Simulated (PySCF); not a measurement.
Cl2Cu, SMILES [Cl][Cu+][Cl] (connectivity only; charge and spin as stated), charge +1, multiplicity 3.

Coordinates come from a B3LYP-D3(BJ)/def2-TZVP optimisation. The multiplicity is an assumed one; other spin states were not compared.

These are PySCF with PBE/def2-TZVPD values and carry that method's errors.

### Question
Estimate the frontier levels, dipole moment and polarisability. (The exact figures need the calculation; the answer reports its results.)

### Answer

- α spin, highest occupied and lowest empty level = -14.69 and -7.66 eV
- β spin, highest occupied and lowest empty level = -14.50 and -13.71 eV
- dipole moment about the centre of nuclear charge = 0.00 D
- mean static polarisability = 64.3 bohr³ (9.53 Å³)
- polarisability, principal values = 31.6, 31.6, 129.7 bohr³
- ⟨S²⟩ = 2.004 (pure state 2.00)
